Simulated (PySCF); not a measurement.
**SbS⁻: frontier orbitals**

BHandHLYP at R = 2.345 Å; basis Sb def2-SVPD with ECP28, S def2-SVPD; scalar-relativistic core potentials; PySCF 2.14. State: ³Σ⁻ (triplet), unpaired electrons π ↑↑. Only the outer orbitals are listed, counted within each symmetry, core potentials removing the inner ones.

| spin | orbital | occ. | ε (eV) | on Sb (%) | main shells (%) |
| --- | --- | --- | --- | --- | --- |
| α | 7σ | 1 | -15.41 | 15 | 83 S s, 14 Sb s |
| α | 8σ | 1 | -10.34 | 76 | 74 Sb s, 15 S s, 8 S p |
| α | 9σ | 1 | -3.76 | 43 | 56 S p, 34 Sb p, 8 Sb s |
| α | 4π | 1 | -3.47 | 30 | 69 S p, 31 Sb p |
| α | 4π | 1 | -3.47 | 30 | 69 S p, 31 Sb p |
| α | 5π | 1 | -0.87 | 69 | 64 Sb p, 30 S p |
| α | 5π | 1 | -0.87 | 69 | 64 Sb p, 30 S p |
| α | 10σ | 0 | 4.71 | 62 | 43 Sb s, 32 S s, 13 Sb d |
| β | 7σ | 1 | -14.73 | 14 | 84 S s, 11 Sb s |
| β | 8σ | 1 | -8.66 | 74 | 72 Sb s, 14 S s, 12 S p |
| β | 9σ | 1 | -3.29 | 47 | 53 S p, 31 Sb p, 14 Sb s |
| β | 4π | 1 | -2.28 | 18 | 81 S p, 17 Sb p |
| β | 4π | 1 | -2.28 | 18 | 81 S p, 17 Sb p |
| β | 5π | 0 | 3.47 | 78 | 70 Sb p, 17 S p, 8 Sb d |
| β | 5π | 0 | 3.47 | 78 | 70 Sb p, 17 S p, 8 Sb d |
| β | 10σ | 0 | 4.89 | 67 | 57 Sb s, 32 S s, 13 Sb d |

**Question.** Which are the highest filled and the lowest empty level, where do they sit, and how wide is the gap?

**Answer.** Highest filled α 5π at -0.87 eV (in %: 64 Sb p, 30 S p); lowest empty β 5π at 3.47 eV (in %: 70 Sb p, 17 S p, 8 Sb d); the gap at BHandHLYP is 4.34 eV. Both belong to one degenerate shell, split only by its one-sided filling, so this is no excitation gap. An empty level above zero is unbound, and its energy depends on the basis.

The bond order (Mayer) is 1.58. The ⟨S²⟩ is 2.012 and the charge on Sb (Mulliken, basis-dependent) is -0.03. The charge on Sb (Löwdin, basis-dependent) is -0.13 and the dipole moment (positive dipole points towards S; it is taken about the centre of mass and depends on that origin) is -4.46 D.

Spin–orbit coupling is left out. The state was picked by a PBE0 search and need not be the measured ground state.
